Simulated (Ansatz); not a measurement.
**Relative stability**

Two relaxed structures of AlBH₃Se (charge -1), closed shell (PBE0-D4/def2-TZVPD; forces vanish, vibrations not checked).

A:

```
atom    x (Å)    y (Å)    z (Å)
  B1  -0.7115  -0.3197  -0.1838
 Al2   0.3082   0.8116   1.2130
 Se3   1.1157  -0.9049  -0.4234
  H4  -1.6124  -0.7688  -0.8399
  H5   0.8402   2.3169   0.9313
  H6   0.4642   0.3865   2.7697
```

B:

B1  (-0.071, -0.075, -0.559)
Al2  (0.706, 0.907, 0.948)
Se3  (1.473, -1.450, 0.006)
H4  (0.624, -2.578, 0.516)
H5  (-0.424, -0.184, -1.701)
H6  (0.514, 1.033, 2.546)
(Å)

Ansatz 0.2.0; basis: def2-TZVPPD; cores frozen in the correlated methods. Filled d shells of the heavier atoms are correlated. The def2 sets are not built for correlating such inner shells, so the correlated values are less sure here. B3LYP uses VWN-RPA correlation.

Q: Which structure is lower at CCSD(T), and by how much? (Judge from chemistry; the value comes from the calculation.)

A: By the calculation: A, by 2.292 eV (electronic energy, against the other). By their contacts, A is AlBH₃Se ([BH]1[AlH2][Se]1), total charge -1 and B is AlBH₃Se ([BH]1[AlH][SeH]1), total charge -1.

All methods give the same order:

| method | E(B) − E(A) (eV) |
| --- | --- |
| PBE-D4 | 2.096 |
| r2SCAN-D4 | 2.309 |
| PBE0-D4 | 2.295 |
| B3LYP-D4 | 2.355 |
| wB97M-V | 2.485 |
| HF | 2.892 |
| MP2 | 2.420 |
| CCSD | 2.421 |
| CCSD(T) | 2.292 |

The T1 diagnostic stays at or below 0.023. The restricted Hartree–Fock reference is unstable towards an unrestricted one at one or more of these structures.

Labels in which every atom is bracketed show which atoms are joined, not bond orders.

For scale, one of the runs: CCSD(T)/def2-TZVPPD, 193 basis functions, launched by `ansatz run in.yaml --threads 2 --pin off --events-out ev --progress --plain --max-ram 4352MiB`. The run took 76 s on 2 CPU threads of an Arm Neoverse V2 (shared host), with 2 GiB of host memory at its peak.
